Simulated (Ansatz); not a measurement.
Consider the substitution at a C–B bond: `B[CH2][GeH3]` + HCl → `Cl[CH2][GeH3]` + BH₃.

Gas-phase electronic energies from Ansatz, PBE0-D4/def2-TZVP geometries. CBS: MP2 limit from def2 TZ/QZ plus the TZ coupled-cluster correction, frozen cores. This one scheme is used for every species. DFT in def2-TZVPP. B3LYP here is the variant with VWN-RPA as its local correlation; programs differ in this. HSE06 is defined as in plane-wave codes. For Ge outer-core shells are correlated without core-valence functions, which leaves a few kJ/mol of doubt a bond. Scalar relativity is left out up to krypton.

```json
{"level": "LDA (SPW92)", "ΔE (kcal/mol)": "29.2", "difference from CCSD(T)/CBS": "4.2"}
{"level": "PBE-D4", "ΔE (kcal/mol)": "26.2", "difference from CCSD(T)/CBS": "1.2"}
{"level": "revPBE-D4", "ΔE (kcal/mol)": "25.3", "difference from CCSD(T)/CBS": "0.3"}
{"level": "r2SCAN-D4", "ΔE (kcal/mol)": "26.4", "difference from CCSD(T)/CBS": "1.4"}
{"level": "B97M-V", "ΔE (kcal/mol)": "27.0", "difference from CCSD(T)/CBS": "2.0"}
{"level": "B3LYP-D4", "ΔE (kcal/mol)": "24.3", "difference from CCSD(T)/CBS": "-0.7"}
{"level": "r2SCANh-D4", "ΔE (kcal/mol)": "26.4", "difference from CCSD(T)/CBS": "1.4"}
{"level": "r2SCAN0-D4", "ΔE (kcal/mol)": "26.3", "difference from CCSD(T)/CBS": "1.3"}
{"level": "HSE06-D4", "ΔE (kcal/mol)": "26.1", "difference from CCSD(T)/CBS": "1.1"}
{"level": "BHLYP-D4", "ΔE (kcal/mol)": "23.9", "difference from CCSD(T)/CBS": "-1.1"}
{"level": "CAM-B3LYP-D4", "ΔE (kcal/mol)": "24.6", "difference from CCSD(T)/CBS": "-0.4"}
{"level": "ωB97X-V", "ΔE (kcal/mol)": "23.8", "difference from CCSD(T)/CBS": "-1.2"}
{"level": "ωB97M-V", "ΔE (kcal/mol)": "25.1", "difference from CCSD(T)/CBS": "0.1"}
{"level": "B2PLYP", "ΔE (kcal/mol)": "24.5", "difference from CCSD(T)/CBS": "-0.5"}
{"level": "PBE-QIDH", "ΔE (kcal/mol)": "25.9", "difference from CCSD(T)/CBS": "0.9"}
{"level": "PBE", "ΔE (kcal/mol)": "26.1", "difference from CCSD(T)/CBS": "1.1"}
{"level": "revPBE", "ΔE (kcal/mol)": "25.0", "difference from CCSD(T)/CBS": "0.0"}
{"level": "BLYP", "ΔE (kcal/mol)": "23.9", "difference from CCSD(T)/CBS": "-1.1"}
{"level": "r2SCAN", "ΔE (kcal/mol)": "26.3", "difference from CCSD(T)/CBS": "1.3"}
{"level": "PBE0", "ΔE (kcal/mol)": "26.0", "difference from CCSD(T)/CBS": "1.0"}
{"level": "B3LYP", "ΔE (kcal/mol)": "24.2", "difference from CCSD(T)/CBS": "-0.8"}
{"level": "r2SCANh", "ΔE (kcal/mol)": "26.3", "difference from CCSD(T)/CBS": "1.3"}
{"level": "r2SCAN0", "ΔE (kcal/mol)": "26.3", "difference from CCSD(T)/CBS": "1.3"}
{"level": "HSE06", "ΔE (kcal/mol)": "26.0", "difference from CCSD(T)/CBS": "1.0"}
{"level": "BHLYP", "ΔE (kcal/mol)": "23.9", "difference from CCSD(T)/CBS": "-1.1"}
{"level": "CAM-B3LYP", "ΔE (kcal/mol)": "24.5", "difference from CCSD(T)/CBS": "-0.5"}
{"level": "RPA@PBE/def2-TZVPP", "ΔE (kcal/mol)": "23.5", "difference from CCSD(T)/CBS": "-1.5"}
{"level": "HF/def2-SVP", "ΔE (kcal/mol)": "22.6", "difference from CCSD(T)/CBS": "-2.4"}
{"level": "CCSD/def2-SVP", "ΔE (kcal/mol)": "25.8", "difference from CCSD(T)/CBS": "0.8"}
{"level": "CCSD(T)/def2-SVP", "ΔE (kcal/mol)": "26.1", "difference from CCSD(T)/CBS": "1.1"}
{"level": "HF/def2-TZVPP", "ΔE (kcal/mol)": "21.3", "difference from CCSD(T)/CBS": "-3.7"}
{"level": "MP2/def2-TZVPP", "ΔE (kcal/mol)": "25.8", "difference from CCSD(T)/CBS": "0.8"}
{"level": "SCS-MP2/def2-TZVPP", "ΔE (kcal/mol)": "24.0", "difference from CCSD(T)/CBS": "-1.0"}
{"level": "CCSD(T)/def2-TZVPP", "ΔE (kcal/mol)": "25.4", "difference from CCSD(T)/CBS": "0.4"}
{"level": "HF/def2-QZVPP", "ΔE (kcal/mol)": "21.2", "difference from CCSD(T)/CBS": "-3.8"}
{"level": "MP2/def2-QZVPP", "ΔE (kcal/mol)": "25.5", "difference from CCSD(T)/CBS": "0.5"}
{"level": "SCS-MP2/def2-QZVPP", "ΔE (kcal/mol)": "23.8", "difference from CCSD(T)/CBS": "-1.2"}
{"level": "HF/CBS(def2)", "ΔE (kcal/mol)": "21.2", "difference from CCSD(T)/CBS": "-3.8"}
{"level": "MP2/CBS(def2)", "ΔE (kcal/mol)": "25.4", "difference from CCSD(T)/CBS": "0.4"}
{"level": "CCSD/CBS(def2)", "ΔE (kcal/mol)": "24.7", "difference from CCSD(T)/CBS": "-0.3"}
{"level": "CCSD(T)/CBS", "ΔE (kcal/mol)": "25.0", "difference from CCSD(T)/CBS": "0"}
```

Q: What do rigid-rotor, harmonic-oscillator terms from PBE0-D4/def2-TZVP frequencies (298.15 K, 1 bar) make of the CCSD(T)/CBS value? (Estimate.)

A: The calculation gave: ΔZPE = 0.0 kcal/mol, ΔH = +24.9 kcal/mol, ΔS = -8 J/(mol·K), ΔG = +25.4 kcal/mol. Modes under 50 cm⁻¹ make the entropy rough.

Largest T1 diagnostic among the species: 0.011.

In def2-TZVPP, CCSD(T) changes the Hartree–Fock value by +4.1 kcal/mol (the triples alone add +0.3 kcal/mol) and MP2 by +4.5 kcal/mol. Leaving LDA and LC-ωPBE aside and taking each functional with its dispersion term where it has one, the values spread over 3.2 kcal/mol, from ωB97X-V to B97M-V. LDA lies +3.1 kcal/mol from PBE without D4. At CCSD(T), def2-SVP lies +1.1 kcal/mol from the extrapolated value and def2-TZVPP +0.4 kcal/mol.
